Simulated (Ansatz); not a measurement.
Program: Ansatz. Geometries: PBE0-D4/def2-TZVP. ΔE: electronic, gas phase. CCSD(T)/CBS adds triple-zeta CCSD(T) − MP2 to the extrapolated MP2 energy (def2 sets, frozen cores). DFT in def2-TZVPP. One conformer a species, not always the lowest.

Consider the redistribution: `C[SiH](C)[SiH2]F` + `[SiH3]OC1CO1` → `C[SiH](C)O[SiH3]` + `F[SiH2]C1CO1`.

`C[SiH](C)[SiH2]F`:

Z-matrix (Å, degrees):
```
C
Si 1 1.876
H 1 1.092 2 111.2
H 1 1.093 2 110.6 3 120.1
H 1 1.093 2 110.7 3 -120.1
C 2 1.876 1 111.3 3 -178.0
Si 2 2.346 1 110.3 3 59.3
H 2 1.495 1 109.5 3 -56.9
H 6 1.093 2 110.7 1 -61.9
H 6 1.092 2 111.2 1 178.0
H 6 1.093 2 110.6 1 57.9
F 7 1.613 2 109.4 1 61.9
H 7 1.489 2 112.5 1 -56.9
H 7 1.489 2 112.5 1 -179.2
```

`[SiH3]OC1CO1`:

Cartesian coordinates in Å:
```
Si -1.573 0.289 -0.652
O 0.024 0.705 -0.847
C 0.958 0.525 0.135
C 1.360 -0.803 0.578
O 0.499 0.033 1.367
H -2.181 0.601 -1.966
H -1.731 -1.160 -0.360
H -2.222 1.086 0.416
H 1.648 1.363 0.198
H 2.346 -0.974 1.000
H 0.872 -1.665 0.132
```

`C[SiH](C)O[SiH3]`:

Z-matrix (Å, degrees):
```
C
Si 1 1.859
H 1 1.093 2 110.8
H 1 1.092 2 110.9 3 -119.9
H 1 1.093 2 110.8 3 120.0
C 2 1.863 1 111.8 3 -60.7
O 2 1.646 1 107.9 3 178.6
H 2 1.493 1 109.9 3 60.8
H 6 1.093 2 111.0 1 -58.6
H 6 1.093 2 111.2 1 -178.9
H 6 1.093 2 110.7 1 61.3
Si 7 1.630 2 145.2 1 -166.7
H 12 1.484 7 108.5 2 177.2
H 12 1.488 7 110.6 2 -63.1
H 12 1.488 7 110.6 2 57.2
```

`F[SiH2]C1CO1`:

```xyz
10

F     1.392    0.581    2.027
Si    0.406    1.049    0.855
C    -0.508   -0.426    0.176
C    -0.105   -1.013   -1.107
O    -1.182   -0.107   -1.057
H    -0.534    2.039    1.431
H     1.212    1.642   -0.238
H    -1.091   -1.066    0.838
H    -0.379   -2.045   -1.315
H     0.789   -0.654   -1.611
```

CCSD(T)/CBS gives -174.6 kJ/mol.

Problem. Another level gave -163.0 kJ/mol. Which?
A. r2SCAN/def2-TZVPP
B. B2PLYP/def2-TZVPP
C. PBE0-D4/def2-TZVPP
D. HF/def2-TZVPP

Solution. A. r2SCAN -163.0, B2PLYP -174.4, PBE0-D4 -151.6, HF/def2-TZVPP -186.2 kJ/mol.

Largest T1 diagnostic among the species: 0.012.

In def2-TZVPP, CCSD(T) changes the Hartree–Fock value by +15.6 kJ/mol (the triples alone add +3.5 kJ/mol) and MP2 by +3.7 kJ/mol. From PBE to PBE0 (25 % exact exchange), in def2-TZVPP and without D4, ΔE moves by −9.5 kJ/mol.
